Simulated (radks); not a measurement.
Problem. These are the eigenvalues of the occupied orbitals of an atom or ion with whole-number occupations (hartree). All-electron calculation, Dirac Kohn-Sham, BLYP, spin-unpolarised, spherical densities, finite nucleus; Fermi nuclear charge, rms radius of each element as measured or else 0.836 A^(1/3) + 0.57 fm. Program: a radial shooting solver on a logarithmic mesh with Libxc functionals.

orbital  eigenvalue
1s1/2     -163.7321
2s1/2     -19.49505
2p1/2     -16.45799
2p3/2     -16.28683
3s1/2      -3.87355
3p1/2      -3.07233
3p3/2      -3.05058

Which element is it, and in what charge state? The configuration may be excited. Open shells, if any, fill j = l - 1/2 first.

Solution. Z = 21, scandium, charge +4: Sc4+ in [Ne] 3s2 3p5. The list shows which subshells hold electrons but not how many an open one holds; the 1s level, -163.73 hartree, gives Z - s = 18.1 by -(Z - s)^2/2, which with screening and relativity narrows Z to a few neighbours, and the depths of the outer levels then fix element, charge and occupations together.
